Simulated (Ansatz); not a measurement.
`CC([SiH3])[SeH]` + H–F → `FC([SiH3])[SeH]` + CH₄  (substitution at a C–C bond)

Isolated molecules relaxed with PBE0-D4/def2-TZVP in Ansatz; ΔE leaves out vibrations. CBS: MP2 limit from def2 TZ/QZ plus the TZ coupled-cluster correction, frozen cores. This one scheme is used for every species. For Se outer-core shells are correlated without core-valence functions, which leaves a few kJ/mol of doubt a bond. Scalar relativity is left out up to krypton. Each species was taken in one conformer, which may not be the lowest.

`CC([SiH3])[SeH]`:

```xyz
12

C     1.212   -0.674   -0.699
C     0.331   -0.122    0.411
Si   -1.464    0.071   -0.110
Se    1.041    1.647    0.913
H     0.873   -1.672   -0.992
H     2.255   -0.757   -0.382
H     1.181   -0.037   -1.587
H     0.407   -0.757    1.296
H    -2.254    0.690    0.987
H    -2.050   -1.266   -0.421
H    -1.534    0.924   -1.323
H     0.003    1.953    1.907
```

H–F:

```xyz
2

F    -0.033    0.063    0.454
H     0.033   -0.063   -0.454
```

`FC([SiH3])[SeH]`:

Cartesian coordinates in Å:
```
F -0.397 1.585 1.073
C -0.658 0.326 0.558
Si 0.957 -0.544 0.074
Se -1.900 0.395 -0.934
H -1.203 -0.240 1.321
H 0.649 -1.962 -0.233
H 1.925 -0.465 1.199
H 1.516 0.136 -1.122
H -0.890 0.770 -1.936
```

CH₄:

Z-matrix (Å, degrees):
```
C
H 1 1.090
H 1 1.090 2 109.5
H 1 1.090 2 109.5 3 -120.0
H 1 1.090 2 109.5 3 120.0
```

```json
{"species": "`CC([SiH3])[SeH]`", "CCSD(T)/CBS(def2) energy (Eh)": "-2770.69636"}
{"species": "H–F", "CCSD(T)/CBS(def2) energy (Eh)": "-100.39570"}
{"species": "`FC([SiH3])[SeH]`", "CCSD(T)/CBS(def2) energy (Eh)": "-2830.60859"}
{"species": "CH₄", "CCSD(T)/CBS(def2) energy (Eh)": "-40.46206"}
```

Question: Work out ΔE.

Answer: ΔE = (-2830.60859) + (-40.46206) − (-2770.69636) − (-100.39570) = 0.02141 Eh = +13.4 kcal/mol.

Largest T1 diagnostic among the species: 0.011.

From PBE to PBE0 (25 % exact exchange), in def2-TZVPP and without D4, ΔE moves by +2.5 kcal/mol. In def2-TZVPP, CCSD(T) changes the Hartree–Fock value by +4.6 kcal/mol (the triples alone add +0.2 kcal/mol) and MP2 by +7.5 kcal/mol. The D4 term adds +2.4 kcal/mol with B3LYP and +1.3 kcal/mol with PBE0; it sums over pairs of atoms, weighted by their polarisabilities, and B3LYP, whose exchange is more repulsive, gets the larger term.

B3LYP here is the variant with VWN-RPA as its local correlation; programs differ in this.
